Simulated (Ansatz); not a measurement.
Task: Name a neutral molecule of B, Cl, Zn and H with zero-point energy (PBE0-D4/def2-TZVP) between 43 and 59 kJ/mol and size of the dipole moment (PBE/def2-TZVPP) between 0.30 and 0.60 D (Ansatz, PBE0-D4/def2-TZVP geometry).

Result: `Cl[BH][ZnH]` (50.7 kJ/mol, 0.45 D). Other molecules can fit too; these were computed, each in one conformer that needn't be the lowest.
